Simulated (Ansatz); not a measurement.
Basis-set extrapolation for BClH₆OSi₂, SMILES `BO[SiH]([SiH3])Cl` (PBE0-D4/def2-TZVP geometry, frozen core, Ansatz). Multiplicity 1, RHF reference.

```tsv
	def2-TZVPP	def2-QZVPP
HF	-1140.617484	-1140.653662
MP2 correlation	-0.766083	-0.830285
CCSD(T) correlation	-0.861244	not run
```

Energies in hartree. Use E(X) = E(∞) + A·exp(−7.88·√X) for Hartree–Fock and E(X) = E(∞) + B·X^(−2.97) for correlation, with X = 3 and 4, and add CCSD(T) minus MP2 of the smaller set to the MP2 limit.

Problem. What is the CCSD(T) energy at the basis-set limit?

Solution. HF limit: -1140.653662 + (-0.036178) × 0.13774 = -1140.65865. MP2 limit: -0.830285 + (-0.064202) × 0.74074 = -0.87784. Higher-order term: -0.861244 − (-0.766083) = -0.09516. Total: -1141.63165 hartree, 401.5 kJ/mol below CCSD(T)/def2-TZVPP.
